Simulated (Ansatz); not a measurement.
## Ligand exchange: SiH2(NH2)2 + SbH(SiH3)2 → SiH(NH2)2(SiH3) + SiH3(SbH2)

Species: SiH2(NH2)2, singlet; SbH(SiH3)2, singlet; SiH(NH2)2(SiH3), singlet; SiH3(SbH2), singlet. The partners trade H for SiH3: Si–H and Sb–SiH3 bonds give way to Si–SiH3 and Sb–H.

Shapes, held fixed at every level: PBE0-D4/def2-TZVP. Flexible molecules stand in one conformer, not always the lowest. Programs: Ansatz 0.2.0. The zero-point and thermal change to 298 K, harmonic and unscaled (PBE0-D4/def2-TZVP), is -4.2 kJ/mol.

```json
{"level": "SPW92/def2-TZVPP", "kind": "LDA", "ΔH(298 K) (kJ/mol)": "+33.5", "less CCSD(T)/def2-TZVPP": "-8.9"}
{"level": "PBE-D4/def2-TZVPP", "kind": "GGA", "ΔH(298 K) (kJ/mol)": "+35.7", "less CCSD(T)/def2-TZVPP": "-6.7"}
{"level": "r2SCAN-D4/def2-TZVPP", "kind": "meta-GGA", "ΔH(298 K) (kJ/mol)": "+40.1", "less CCSD(T)/def2-TZVPP": "-2.3"}
{"level": "r2SCAN0-D4/def2-TZVPP", "kind": "global hybrid", "ΔH(298 K) (kJ/mol)": "+43.7", "less CCSD(T)/def2-TZVPP": "+1.3"}
{"level": "wB97M-V/def2-TZVPP", "kind": "range-separated hybrid", "ΔH(298 K) (kJ/mol)": "+45.0", "less CCSD(T)/def2-TZVPP": "+2.6"}
{"level": "wB97X-V/def2-TZVPP", "kind": "range-separated hybrid", "ΔH(298 K) (kJ/mol)": "+39.8", "less CCSD(T)/def2-TZVPP": "-2.6"}
{"level": "CCSD/def2-SVP", "kind": "coupled cluster or CI", "ΔH(298 K) (kJ/mol)": "+43.7", "less CCSD(T)/def2-TZVPP": "+1.3"}
{"level": "CCSD(T)/def2-TZVPP", "kind": "coupled cluster or CI", "ΔH(298 K) (kJ/mol)": "+42.4", "less CCSD(T)/def2-TZVPP": "0.0"}
```

The highest level, CCSD(T)/def2-TZVPP, gives ΔH(298 K) = +42.4 kJ/mol; the levels span +33.5 to +45.0. The column of differences is taken from that level and isn't an error. No measured value is set beside it here. For atoms past krypton def2 sets carry core potentials with scalar relativity. Outer-core shells of Sb are correlated, in sets that cover them unevenly.
